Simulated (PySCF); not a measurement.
An unknown shows these calculated signals:

¹H NMR (300 MHz, computed): δ 7.01 (m, 1H), 6.43 (m, 1H), 5.75 (m, 1H), 4.43 (m, 1H), 4.29 (m, 1H), 1.38 (m, 2H), 0.12 (m, 3H).

¹³C{¹H} NMR (computed): δ 166.6 (CH), 150.3 (CH), 54.6 (C), -7.1 (CH3).

Level of theory: geometry from GFN2-xTB, shieldings: GIAO PBE0/pcSseg-1, in PySCF (one conformer, fast rotation and ring inversion assumed for equivalent nuclei, in vacuum, non-relativistic).

Chemical shifts δ = σref − σ; ¹H (σref 31.72), ¹³C (σref 186.93) against TMS, all at this level.

Q: Which of these does the molecule contain: a carboxylic acid, a C≡C triple bond, a non-aromatic C=C double bond, a Si–H bond, a three-membered ring, a Si–CH3 group?

A: 
- A carboxylic acid: no.
- A C≡C triple bond: no.
- A non-aromatic C=C double bond: yes.
- A Si–H bond: yes (δH 4.29 (m), 4.43 (m)).
- A three-membered ring: no.
- A Si–CH3 group: yes (δC -7.1; δH 0.12 (m)).

The data belong to `[C@]1([SiH2]C)(Cl)C=C[Si@@H]1P`, C₄H₁₀ClPSi₂; they needn't prove each group on their own.

Carbon signals by region: 1 in the far downfield region (above 160 ppm), 1 in the sp2 and nitrile region (100–160 ppm), 1 at 50–100 ppm, 1 below 50 ppm. Above 160 ppm: 166.6, alkene CH.

Carbons that carry Cl, above all several Cl atoms, come out too deshielded, partly because spin–orbit coupling is missing. Splittings by ³¹P in the carbon and heteronuclear signals aren't shown, as no couplings were computed. Shifts are as computed. Against solution values, carbons near 30 ppm lie about +3 ppm off and those near 130 ppm about +5 ppm; carbons on Cl a further +6 ppm. Of 1309 compounds with measured shifts, 239 miss one by over three times the rms of a fit or turn the order of signals round; such compounds aren't used in these exercises. Multiplicities follow the n + 1 count of equivalent neighbours, as no J values were calculated; m marks all less simple cases, F and P coupling included.
